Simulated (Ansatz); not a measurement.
Ansatz (an electronic-structure program) input (CCSD(T)/def2-SVPD):

Ansatz 0.2 input:
```yaml
crystal:
  periodic: [false, false, false]
  atoms:
    - {symbol: Si, position_ang: [0.00008830, -1.00702553, 0.02776018]}
    - {symbol: Br, position_ang: [-1.82833575, 0.25490886, 0.05090631]}
    - {symbol: Br, position_ang: [1.82829130, 0.25203762, -0.06488106]}
    - {symbol: H, position_ang: [0.03890208, -1.78867663, 1.27290334]}
    - {symbol: H, position_ang: [-0.03858251, -1.85609273, -1.17242975]}
basis:
  gaussian:
    orbitals: def2-SVPD
magnetization: {spin_polarized: false}
correlation: {method: ccsd_t, electrons: outside_noble_gas}
output: {forces: true}
```

Output:

```
Functional definition: HF
integrals: 0.22 GiB planned
1174 factors; integrals over basis functions are off by at most 1.1e-3 eV
0.87 GiB of device memory are held for the factors and their scratch space
mean field: 0.82 GiB planned
mean field evaluation 1: about -147873.9692 eV, gradient 1.6e1 eV
mean field evaluation 2: about -147873.9959 eV, gradient 1.7e1 eV
mean field evaluation 4: about -147875.0531 eV, gradient 1.7e0 eV
mean field evaluation 8: about -147875.0693 eV, gradient 1.0e-1 eV
mean field evaluation 16: about -147874.8273 eV, gradient 8.0e0 eV
mean field -147875.06936537 eV, -5434.3085658555 hartree, gradient 9.3e-7 eV, S^2 0.000000; 0 other end points of the search recorded, 0 dependent functions left out
33 core orbitals not correlated
reference -147875.06936537 eV, -5434.3085658555 hartree; 10, 10 occupied and 79, 79 virtual orbitals, 1174 factors
densities: 1.54 GiB planned
second order -9.55030038 eV of doubles, -0.00000000 eV of singles
coupled cluster: 1.72 GiB planned
cycle   1  -10.27084991 eV  change   -7.2e-1 eV  update   7.1e-2
cycle   2  -10.52100351 eV  change   -2.5e-1 eV  update   2.1e-2
cycle   3  -10.55682714 eV  change   -3.6e-2 eV  update   8.1e-3
cycle   4  -10.55406703 eV  change    2.8e-3 eV  update   1.9e-3
cycle   5  -10.55331844 eV  change    7.5e-4 eV  update   5.8e-4
cycle   6  -10.55325322 eV  change    6.5e-5 eV  update   1.8e-4
cycle   7  -10.55326385 eV  change   -1.1e-5 eV  update   5.8e-5
cycle   8  -10.55327361 eV  change   -9.8e-6 eV  update   1.9e-5
cycle   9  -10.55327253 eV  change    1.1e-6 eV  update   6.1e-6
perturbative correction -0.31224062 eV, -0.0114746310 hartree
the calculation of the forces begins
0.87 GiB of device memory are held for the factors and their scratch space
Total energy: -147885.93487853 eV, -5434.7078660989 hartree
Atom 0 at     0.000088    -1.007026     0.027760 Å, force     0.000015    -0.171646     0.004732 eV/Å
Atom 1 at    -1.828336     0.254909     0.050906 Å, force    -0.223660     0.150169     0.002947 eV/Å
Atom 2 at     1.828291     0.252038    -0.064881 Å, force     0.223634     0.149817    -0.011217 eV/Å
Atom 3 at     0.038902    -1.788677     1.272903 Å, force     0.002977    -0.061585     0.095555 eV/Å
Atom 4 at    -0.038583    -1.856093    -1.172430 Å, force    -0.002966    -0.066756    -0.092017 eV/Å
Dipole moment:     0.000021    -0.239921     0.006614 e Å
```
